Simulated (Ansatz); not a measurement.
closo-2-NB4 (H on N) (B4NH5), relaxed as a singlet with RKS r2SCAN-D4/def2-SVP in Ansatz, starting from the GFN2-xTB geometry. Force threshold 0.02 eV/Å.

Another isomer (singlet) lies 2.15 eV lower at PBE0-D4/def2-TZVP; other spin states weren't run for this one.

Start:

```csv
atom,x (Å),y (Å),z (Å)
B1,0.303,0.357,-1.012
B2,-1.220,-0.051,-0.291
B3,1.244,-0.048,0.158
B4,-0.120,-1.109,0.003
N5,-0.108,0.439,0.589
H6,-0.255,1.037,1.390
H7,0.195,1.134,-1.871
H8,-2.293,0.407,-0.326
H9,2.202,-0.035,0.825
H10,0.051,-2.130,0.535
```

```json
{"step": "1", "energy (eV)": "-4268.9056", "largest force component (eV/Å)": "1.070", "SCF passes": "27"}
{"step": "2", "energy (eV)": "-4269.0477", "largest force component (eV/Å)": "0.561", "SCF passes": "31"}
{"step": "3", "energy (eV)": "-4269.0787", "largest force component (eV/Å)": "0.198", "SCF passes": "31"}
{"step": "4", "energy (eV)": "-4269.0805", "largest force component (eV/Å)": "0.040", "SCF passes": "32"}
{"step": "5 (rejected)", "energy (eV)": "-4269.0801", "largest force component (eV/Å)": "0.114", "SCF passes": "30"}
{"step": "6", "energy (eV)": "-4269.0816", "largest force component (eV/Å)": "0.010", "SCF passes": "31"}
```

Force components are those of the run's own axes.

End:

```xyz
10

B     0.286    0.338   -1.017
B    -1.255   -0.020   -0.277
B     1.269   -0.039    0.198
B    -0.098   -1.105   -0.012
N    -0.115    0.469    0.629
H    -0.264    1.074    1.440
H     0.221    1.105   -1.931
H    -2.369    0.398   -0.345
H     2.280   -0.037    0.829
H     0.045   -2.182    0.487
```

By distances, no bond broke or formed. The bond that changes most is B2–B4, from 1.55 to 1.61 Å (atoms count from 1).

No frequencies were taken in this run, so the end may be a saddle point.

Hardware: 2 threads of Arm Neoverse V2 on a shared host. Wall time 17 s.
